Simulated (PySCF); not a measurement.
Species: silicene flake of 2 rings (naphthalene shape) `[siH]1[siH][siH][si]2[siH][siH][siH][siH][si]2[siH]1`, charge 0, multiplicity 1, gas phase. Level: PBE-D3(BJ)/def2-SVP (PySCF).  1 Ha = 27.2114 eV.

```csv
state (all at the geometry of the parent),total energy (Ha)
"parent, N electrons",-2897.31109
N − 1 electrons,-2897.06504
N + 1 electrons,-2897.38307
```

The Kohn–Sham HOMO–LUMO gap of the parent is 1.39 eV, and the atom farthest from the centroid lies 5.4 Å from it.

Q: Work out the vertical ionisation energy, the vertical electron affinity and the fundamental gap. Read what the fundamental gap exceeds the Kohn–Sham gap by as a charging energy e²/C, and give C and the radius of a conducting sphere of that capacitance.

A: IE = E(N − 1) − E(N) = 0.24605 Ha = 6.70 eV. EA = E(N) − E(N + 1) = 0.07198 Ha = 1.96 eV. Both are measured against an electron at rest far away. Fundamental gap IE − EA = 4.74 eV. The basis has no diffuse functions, which puts the anion too high, so the affinity is too small and the gap too large. Charging energy U = 4.74 − 1.39 = 3.35 eV. C = e²/U = 0.1602 aF·eV / 3.35 eV = 0.048 aF. A sphere has C = 4πε₀R, so R = 14.40 eV·Å / U = 4.3 Å, against 5.4 Å to the farthest nucleus. The reading is a model: it holds as far as a semilocal functional adds the electron as a classical charge, and a dielectric around the species lowers U.
